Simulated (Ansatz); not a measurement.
Basis-set series for ClF5Mo (`[F][Mo]([F])([F])([F])([F])[Cl]`). Total charge 0; spin multiplicity 1. Mo: def2 effective core potential. Geometry: relaxed with PBE0-D4/def2-TZVP.

| functional | basis | functions | energy (Eh) | HOMO (eV) | LUMO (eV) |
| --- | --- | --- | --- | --- | --- |
| PBE0-D4 | def2-SVP | 119 | -1026.63787 | -10.79 | -5.90 |
| PBE0-D4 | def2-TZVPP | 253 | -1027.44524 | -10.68 | -5.70 |
| ωB97M-V | def2-SVP | 119 | -1027.01892 | -12.96 | -3.83 |
| ωB97M-V | def2-TZVPP | 253 | -1027.83698 | -12.88 | -3.63 |

Task: Give the rows for def2-QZVPP. (An estimate is asked.)

Result: Ansatz gave: 
```tsv
functional	basis	functions	energy (Eh)	HOMO (eV)	LUMO (eV)
PBE0-D4	def2-QZVPP	436	-1027.48980	-10.65	-5.65
ωB97M-V	def2-QZVPP	436	-1027.87970	-12.85	-3.59
```
